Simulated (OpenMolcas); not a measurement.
Rh3+ (d6) on a cation site of an ionic host was computed by CASSCF with the d shell active (OpenMolcas, ANO-RCC-VTZP on the metal). Its lowest spin-free states, and all those of the highest spin:

```json
{"2S+1": "1", "Degeneracy": "1", "E (cm-1)": "0.0"}
{"2S+1": "3", "Degeneracy": "3", "E (cm-1)": "17555"}
{"2S+1": "3", "Degeneracy": "3", "E (cm-1)": "22830"}
{"2S+1": "1", "Degeneracy": "3", "E (cm-1)": "23418"}
{"2S+1": "5", "Degeneracy": "3", "E (cm-1)": "26154"}
{"2S+1": "1", "Degeneracy": "3", "E (cm-1)": "32958"}
{"2S+1": "3", "Degeneracy": "3", "E (cm-1)": "41346"}
{"2S+1": "3", "Degeneracy": "3", "E (cm-1)": "41968"}
{"2S+1": "3", "Degeneracy": "2", "E (cm-1)": "44778"}
{"2S+1": "3", "Degeneracy": "3", "E (cm-1)": "44803"}
{"2S+1": "3", "Degeneracy": "3", "E (cm-1)": "47315"}
{"2S+1": "1", "Degeneracy": "3", "E (cm-1)": "48369"}
{"2S+1": "5", "Degeneracy": "2", "E (cm-1)": "51482"}
```

Is the site octahedral, tetrahedral or cube-like, axial, or of lower symmetry?

The states with 2S+1 = 5 have orbital degeneracies 3, 2. Threefold states need a cubic site. For d6 at this spin an octahedron puts the threefold T2 below the twofold E and a tetrahedron or cube puts the twofold E below the threefold T2, so the site is octahedral. The first gap at this spin, 25300 cm-1, is |10Dq| in ligand-field theory. The run had Rh3+ with its 6 nearest oxide ions at 2.066 Å, on the Mg site of MgO (a = 4.2112 Å, distance in the model lattice 2.106 Å). The rest of the host is ab initio model potentials to 7.6 Å, with orthogonalisation functions on the cations behind the ligands, and point charges beyond; the distance is set by hand and nothing relaxes, and no local charge compensation is placed. Ligand basis ANO-RCC-VDZP.

Without dynamic correlation the repulsion within the d shell is too large (B by tens of per cent), so at a given field states of lower spin stand too high. The least metal-like active orbital is 72 % on the metal (Löwdin) and no ligand orbital is active, so the numbers are rough. With metal d orbitals alone the field can be off either way by tens of per cent. Ligand-to-metal charge-transfer states are missing. With no ligand orbital active B as a rule stays too high, so bands that hang on it stand too high and its fall with covalency is understated. No measured value stands beside these numbers; the geometry was set by hand and not optimised.
